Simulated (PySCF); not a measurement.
SMILES BCC(=O)O, PBE0/def2-SVP optimised geometry.

```
10

B      1.98     0.31    -1.33
C      1.29    -0.13     0.00
C     -0.20    -0.13     0.00
O     -0.90    -1.11    -0.03
O     -0.71     1.11     0.00
H      1.37     0.91    -2.19
H      3.15     0.07    -1.49
H      1.66     0.65     0.69
H      1.67    -1.09     0.37
H     -1.67     1.02    -0.04
```

Density from PBE0/def2-TZVP (PySCF) at that geometry.

Minimum of the electron density along straight lines between bonded atoms, close to the bond critical point (lines longer than 1.1 times the sum of covalent radii, or with two minima, are not listed):

```
bond    length / Å  ρ at the minimum / e bohr⁻³  ∇²ρ there / e bohr⁻⁵  position (fraction from the first atom)
------  ----------  ---------------------------  --------------------  ---------------------------------------
B1–C2        1.564                        0.184                 -0.23                                     0.33
C2–C3        1.496                        0.266                 -0.72                                     0.47
C3–O4        1.203                        0.434                 -0.15                                     0.34
C3–O5        1.343                        0.311                 -0.67                                     0.34
B1–H6        1.207                        0.184                 -0.41                                     0.44
B1–H7        1.209                        0.183                 -0.40                                     0.44
C2–H8        1.111                        0.257                 -0.81                                     0.64
C2–H9        1.099                        0.271                 -0.91                                     0.65
O5–H10       0.970                        0.354                 -2.44                                     0.81
```
